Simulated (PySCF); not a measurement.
Se(F)(SMe) (CH3FSSe), SMILES F[Se]SC.

Coordinates come from a PBE-D3(BJ)/def2-SVP optimisation. One conformer was computed; it need not be the lowest.

Computed with PySCF with CAM-B3LYP/def2-TZVP.

Gas-phase values at a fixed geometry.

Computed frontier levels, gap, dipole moment and polarisability:
| Item | Value |
|---|---|
| highest occupied level | -8.36 eV |
| lowest empty level | -0.82 eV |
| orbital gap | 7.53 eV |
| dipole moment | 2.98 D |
| quadrupole, principal values (traceless, Buckingham form, about the centre of nuclear charge) | -5.99, -1.75, 7.74 D·Å |
| mean static polarisability | 58.4 bohr³ (8.65 Å³) |
| polarisability, principal values | 45.5, 49.5, 80.2 bohr³ |
